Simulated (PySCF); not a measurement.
# Co⁺: ionisation energy

Co⁺ [Ar] 3d8 [3d3/2^4 3d5/2^4, M_J = 4] → Co²⁺ [Ar] 3d7 [3d3/2^4 3d5/2^3, M_J = 9/2], as a difference of total energies. Computed with PySCF 2.14 in x2c-QZVPPall-2c (11s9p5d4f2g, 109 functions), with the two-component X2C-1e Hamiltonian. Correlated levels: [Ne] frozen; the 8 highest virtual spinors dropped. "Screened" scales the spin-orbit matrix elements by Boettger's factors to mimic the two-electron term; Breit and QED terms are absent.

```json
{"method": "GHF (spin-free)", "ionisation energy (eV)": "14.207"}
{"method": "GMP2 (spin-free)", "ionisation energy (eV)": "17.623"}
{"method": "GHF (screened spin-orbit)", "ionisation energy (eV)": "14.193"}
{"method": "GMP2 (screened spin-orbit)", "ionisation energy (eV)": "17.611"}
```

Q: How much does correlation contribute at GMP2 (screened spin-orbit)?

A: 17.611 − (14.193) = 3.418 eV, measured against GHF (screened spin-orbit).

Errors of the correlated levels include the incompleteness of this basis and the frozen core.

The labels give the starting determinants; with spin-orbit coupling the two ends relaxed to ⟨J²⟩ = 20.02, ⟨L²⟩ = 12.01, ⟨S²⟩ = 2.01 and ⟨J²⟩ = 24.76, ⟨L²⟩ = 12.02, ⟨S²⟩ = 3.75.

For comparison: 17.084 eV (measured; NIST Atomic Spectra Database, ionization energies).
